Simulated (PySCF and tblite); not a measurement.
The numbers below are computed, except where a source is named.
Stationary points of CF4NSi (charge -1) at B3LYP-D3(BJ)/def2-SVP, in Å:

Structure A

```
 1 N     2.409   -0.789   -0.050
 2 C     1.306   -0.427   -0.027
 3 Si   -0.491    0.161    0.010
 4 F    -1.311   -1.294   -0.011
 5 F    -0.290    1.818    0.044
 6 F    -0.790    0.230    1.651
 7 F    -0.832    0.301   -1.618
```

Structure B

```
 1 N     2.460   -0.805   -0.053
 2 C     1.355   -0.443   -0.032
 3 Si   -0.461    0.152    0.005
 4 F    -1.722   -0.911   -0.001
 5 F    -0.850    1.754    0.045
 6 F    -0.366    0.092    1.680
 7 F    -0.412    0.167   -1.672
```

The path came from a restrained scan, a climbing-image band and a saddle search at GFN2-xTB; energies are PBE0/pcSseg-1 + D3(BJ)//B3LYP-D3(BJ)/def2-SVP, thermal terms GFN2-xTB.

**Question.** Which structure is a saddle point, and along which motion?

**Answer.** A: one imaginary mode (48i cm⁻¹ at GFN2-xTB, mostly on F4, F6, F5), along the Berry pseudorotation at Si3 with C2 as pivot.

**Question.** Give their symmetry and energies above the lowest.

**Answer.** A C4v, 4.5 kcal/mol; B C2v, 0.0 kcal/mol.

The ion is treated without a counter-ion.
